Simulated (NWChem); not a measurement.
System: SiHF, singlet; SMILES F[SiH]

Parts of the log:

```
             Northwest Computational Chemistry Package (NWChem) 7.3.0
             --------------------------------------------------------

                             Geometry "geometry" -> ""
                             -------------------------

 Output coordinates in angstroms (scale by  1.889725989 to convert to a.u.)

  No.       Tag          Charge          X              Y              Z
 ---- ---------------- ---------- -------------- -------------- --------------
    1 Si                  14.0000     0.09438700     0.58182300     0.00000000
    2 H                    1.0000    -1.43763900     0.79486300     0.00000000
    3 F                    9.0000     0.06240700    -1.05326600     0.00000000

 Effective nuclear repulsion energy (a.u.)      47.5611266321

                              NWChem Property Module
                              ----------------------

                                 NWChem DFT Module
                                 -----------------

 Summary of "ao basis" -> "ao basis" (spherical)
 ------------------------------------------------------------------------------
       Tag                 Description            Shells   Functions and Types
 ---------------- ------------------------------  ------  ---------------------
 Si                        def2-svpd                10       24   5s3p2d
 H                         def2-svpd                 4        8   2s2p
 F                         def2-svpd                 9       23   4s3p2d

            General Information
            -------------------
          SCF calculation type: DFT
          Wavefunction type:  closed shell.
          No. of atoms     :     3
          No. of electrons :    24
           Alpha electrons :    12
            Beta electrons :    12
          Charge           :     0
          Spin multiplicity:     1
          Use of symmetry is: off; symmetry adaption is: off
          Maximum number of iterations: 150
          AO basis - number of functions:    55
                     number of shells:    23
          Convergence on energy requested:  1.00D-06
          Convergence on density requested:  1.00D-05
          Convergence on gradient requested:  5.00D-04

              XC Information
              --------------
                     Hartree-Fock (Exact) Exchange  1.000
                   CAM-Becke88 Exchange Functional  1.000
                      VWN V Correlation Functional  0.190 local
              Lee-Yang-Parr Correlation Functional  0.810

           Range-Separation Parameters
           ---------------------------
           Alpha           :  0.19
           Beta            :  0.46
           Gamma           :  0.33
           Short-Range HF  :     F

             Grid Information
             ----------------
          Grid used for XC integration:  medium
          Radial quadrature: Mura-Knowles
          Angular quadrature: Lebedev.
          Tag              B.-S. Rad. Rad. Pts. Rad. Cut. Ang. Pts.
          ---              ---------- --------- --------- ---------
          Si                  1.10       88           8.0       590
          H                   0.35       45           9.0       434
          F                   0.50       49           9.0       434
          Grid pruning is: on
          Number of quadrature shells:   182
          Spatial weights used:  Erf1

      Superposition of Atomic Density Guess
      -------------------------------------

 Sum of atomic energies:        -388.53538565

      Non-variational initial energy
      ------------------------------

 Total energy =    -388.590941
 1-e energy   =    -634.422612
 2-e energy   =     198.270544
 HOMO         =      -0.231131
 LUMO         =      -0.056631

   convergence    iter        energy       DeltaE   RMS-Dens  Diis-err
 ---------------- ----- ----------------- --------- --------- ---------
 d= 0,ls=0.0,diis     1   -389.6973154950 -4.37D+02  1.90D-02  4.17D-01
 d= 0,ls=0.0,diis     2   -389.6783206153  1.90D-02  7.15D-03  8.62D-01
 d= 0,ls=0.0,diis     3   -389.7485440235 -7.02D-02  1.26D-03  2.95D-03
 d= 0,ls=0.0,diis     4   -389.7488647121 -3.21D-04  2.73D-04  1.55D-04
 d= 0,ls=0.0,diis     5   -389.7488838216 -1.91D-05  7.55D-05  1.79D-06
 d= 0,ls=0.0,diis     6   -389.7488846881 -8.66D-07  1.57D-05  7.10D-08
 d= 0,ls=0.0,diis     7   -389.7488847198 -3.18D-08  3.72D-06  3.60D-09

         Total DFT energy =     -389.748884719839
      One electron energy =     -635.160112141062
           Coulomb energy =      229.515401508711
    Exchange-Corr. energy =      -31.665300719613
 Nuclear repulsion energy =       47.561126632125

 Numeric. integr. density =       23.999997970869

                       DFT Final Molecular Orbital Analysis
                       ------------------------------------

 Vector   10  Occ=2.000000D+00  E=-5.215279D-01
              MO Center=  6.3D-02, -9.6D-01, -3.2D-08, r^2= 6.3D-01
   Bfn.  Coefficient  Atom+Function         Bfn.  Coefficient  Atom+Function
  ----- ------------  ---------------      ----- ------------  ---------------
    39      0.635701  3 F  pz                42     -0.419973  3 F  pz
    11     -0.101309  1 Si pz                45     -0.092594  3 F  pz
     8      0.058640  1 Si pz                16      0.050571  1 Si d -1
    14     -0.042978  1 Si pz                52     -0.032914  3 F  d -1

[...]

 DFT Linear Response polarizability / au
 Frequency  =       0.0000000 / au
              X              Y              Z
 -----------------------------------------------
 X      34.8902238     -1.2908068     -0.0000003
 Y      -1.2908106     29.7185981      0.0000000
 Z      -0.0000003      0.0000000     29.0221153
 -----------------------------------------------
 Eigenvalues =      35.1944992     29.4143227     29.0221153
 Isotropic   =      31.2103124
 Anisotropic =       5.9859247
 -----------------------------------------------

 Magnetic Dipole Response Matrix (nonzero elements):

 Exiting AOResponse driver routine
```

Level: CAM-B3LYP/def2-SVPD. Low-valent species are run as closed-shell singlets; no triplet was tried in these runs. Structure relaxed at the PBE0/def2-SVP level.

Which NWChem input produces such a log?

Several could match; the one computed here: the input that was run:
```
start job
memory heap 200 mb stack 900 mb global 1100 mb
geometry units angstroms noautosym nocenter noautoz
  Si     0.094387     0.581823     0.000000
  H     -1.437639     0.794863     0.000000
  F      0.062407    -1.053266     0.000000
end
basis spherical
  * library def2-svpd
end
dft
  xc xcamb88 1.00 lyp 0.81 vwn_5 0.19 hfexch 1.00
  cam 0.33 cam_alpha 0.19 cam_beta 0.46
  iterations 150
end
property
  response 1 0.0
end
task dft property
```
